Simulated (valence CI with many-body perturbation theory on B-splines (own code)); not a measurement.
**Which ion has this spectrum?**

A relativistic CI+MBPT calculation for an atom or ion with 7 electrons gives these levels (Ry):

| J | Parity | E | g |
| --- | --- | --- | --- |
| 3/2 | odd | 0.00 | 1.34 |
| 3/2 | odd | 38.58 | 1.44 |
| 5/2 | odd | 40.15 | 1.18 |
| 1/2 | odd | 42.88 | 0.63 |
| 5/2 | even | 57.16 | 1.47 |
| 1/2 | even | 63.01 | 2.06 |
| 3/2 | even | 63.12 | 1.19 |
| 3/2 | odd | 81.55 | 1.29 |
| 3/2 | even | 97.34 | 1.57 |
| 5/2 | even | 99.97 | 1.28 |
| 1/2 | even | 103.24 | 1.39 |
| 3/2 | even | 104.00 | 1.04 |
| 3/2 | odd | 124.53 | 1.31 |
| 1/2 | even | 143.06 | 1.82 |

The energies are calculated, and their last digits are not significant.

Task: Which is it?
A. La50+
B. Sm55+
C. Nd53+
D. Eu56+

Result: C. Nd53+, ground level (2s^2 2p1/2^2 2p3/2) J=3/2.
